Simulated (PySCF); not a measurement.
Species: cis-Hf(NH3)2Cl4 (singlet state).
Bonds: Hf1–N2, Hf1–Cl6, Hf1–N7, Hf1–Cl11, Hf1–Cl12, Hf1–Cl13. Hydrogens: H3, H4, H5 on N2; H8, H9, H10 on N7.

Theory: PySCF, PBE0-D3(BJ)/def2-SVP geometry optimisation, gas phase, def2 core potentials past Kr.

(1) Give the optimised bond lengths and angles.

Answers

(1) 
```json
{"bond": "Hf1–N2, Hf1–N7", "length (Å)": "2.405"}
{"bond": "Hf1–Cl6, Hf1–Cl11", "length (Å)": "2.374"}
{"bond": "Hf1–Cl12, Hf1–Cl13", "length (Å)": "2.425"}
{"bond": "N2–H3 and 5 like bonds", "length (Å)": "1.021"}
```

Bonds in one row agree within 0.01 Å and their mean is given. A selection of angles:
```json
{"angle": "N2–Hf1–Cl6", "degrees": "170.2"}
{"angle": "N2–Hf1–N7", "degrees": "84.6"}
{"angle": "N2–Hf1–Cl11", "degrees": "85.5"}
{"angle": "N2–Hf1–Cl12", "degrees": "79.1"}
{"angle": "Cl6–Hf1–Cl11", "degrees": "104.2"}
{"angle": "Cl6–Hf1–Cl12", "degrees": "98.5"}
{"angle": "Cl6–Hf1–Cl13", "degrees": "99.3"}
{"angle": "Cl12–Hf1–Cl13", "degrees": "150.9"}
{"angle": "Hf1–N2–H3", "degrees": "104.5"}
{"angle": "Hf1–N2–H4", "degrees": "114.6"}
{"angle": "Hf1–N2–H5", "degrees": "114.2"}
{"angle": "H3–N2–H4", "degrees": "106.6"}
{"angle": "H4–N2–H5", "degrees": "109.6"}
{"angle": "Hf1–N7–H8", "degrees": "104.6"}
```

N2 (nitrogen bonded to Hf and 3 H) is distorted tetrahedral (angles from 104.5° to 114.6°). The 4 Cl–Hf bonds span 2.373 Å (Hf1–Cl6) to 2.426 Å (Hf1–Cl13), a spread of 0.053 Å. Hf1 (hafnium bonded to 4 Cl and 2 N) has the three widest angles are 170.2°, 170.1° and 150.9°, the others run from 79.1° to 104.2°.

Point group: near C2v, missed by 0.21 Å at most; the miss may be what the optimiser left on a soft mode (C2 holds within 0.08 Å). Not checked by PBE0-D3(BJ)/def2-SVP frequencies.
